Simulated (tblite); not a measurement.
Species: C6H4F2 (charge +1 and doublet state).
SMILES: `FC1=C[CH][CH+]C(F)=C1`

Method: GFN2-xTB as coded in tblite; computed harmonic values from a numerical Hessian at the method's own geometry, unscaled. This tight-binding method is rough: wavenumbers can miss measured ones by several per cent, in bad cases by 10 to 20. Open shells enter through the occupations alone, without spin polarisation, and single modes of such species can be off by tens of per cent.

Harmonic wavenumbers (cm⁻¹): 176.4, 179.3, 317.9, 334.6, 437.2, 450.3, 457.1, 488.4, 520.9, 721.3, 769.9, 842.1, 873.9, 922.4, 935.9, 968.2, 1083.1, 1107.2, 1161.6, 1208.7, 1287.7, 1316.0, 1390.5, 1450.6, 1455.6, 1460.7, 3066.8, 3069.5, 3087.7, 3095.7.

A = 3709, B = 1782, C = 1204 MHz; mass 114.028 u (most abundant isotopes); point group C2v, symmetry number 2; spin multiplicity 2.

**Question.** Zero-point energy?

**Answer.** Half the sum of the wavenumbers: 17319 cm⁻¹ = 207.18 kJ/mol.

**Question.** What is S at 298.15 K and 1 bar for an ideal gas of classical rigid rotors and harmonic oscillators?

**Answer.** Translation 167.93, rotation 111.78, vibration 52.27, spin (R ln 2) 5.76: S = 337.7 J/(mol K).

**Question.** And Cp and H(298.15 K) − H(0)?

**Answer.** Cp = 113.47 J/(mol K), of which vibrations give 80.22 (their classical limit is 30 R = 249.4); H(298.15 K) − H(0) = 19.89 kJ/mol without the zero-point energy, 9.97 from vibrations.

**Question.** What must be added to the electronic energy to get the Gibbs energy at 298.15 K and 1 bar?

**Answer.** ZPE + [H(298.15 K) − H(0)] − T·S = 207.18 + 19.89 − 100.70 = 126.37 kJ/mol.

**Question.** Which modes carry the vibrational entropy at 298.15 K?

**Answer.** 176.4 cm⁻¹: 9.90; 179.3 cm⁻¹: 9.77; 317.9 cm⁻¹: 5.53; 334.6 cm⁻¹: 5.18; 437.2 cm⁻¹: 3.50; 450.3 cm⁻¹: 3.33 J/(mol K); the other 24 give 15.07 together.

Hindered rotation and anharmonicity are outside this model.

On one thread of an Arm Neoverse V1, shared host with 32 logical CPUs at a one-minute load of 26, this took 0.31 s of wall time. This covers the Hessian and the dipole derivatives.
